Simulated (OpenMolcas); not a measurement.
Fe4+ (d4) among equal point charges was computed by CASSCF with the d shell active (OpenMolcas, ANO-RCC-VDZP on the metal). Its lowest spin-free states, and all those of the highest spin:

```tsv
2S+1	Degeneracy	E (cm-1)
5	1	0.0
5	2	3063
5	2	9019
3	2	28163
3	2	28795
3	2	29331
3	2	30340
3	1	31635
3	2	31864
3	2	32478
3	2	32683
3	1	33190
```

**Question.** Is the site octahedral, tetrahedral or cube-like, axial, or of lower symmetry?

**Answer.** The states with 2S+1 = 5 have orbital degeneracies 1, 2, 2. There are pairs but no triples, so the site is axial: not cubic, but with a proper or improper axis of order three or more. The run had Fe4+ among 2 point charges of -1.95 e arranged as a linear pair (D∞h), 2 Å from the ion.

Without dynamic correlation the repulsion within the d shell is too large (B by tens of per cent), so at a given field states of lower spin stand too high. Point charges give a weaker field than real ligands, and real ions of this kind are often low spin; the high spin found here belongs to the model. This is an electrostatic model: the charges have no orbitals. No measured value stands beside these numbers.
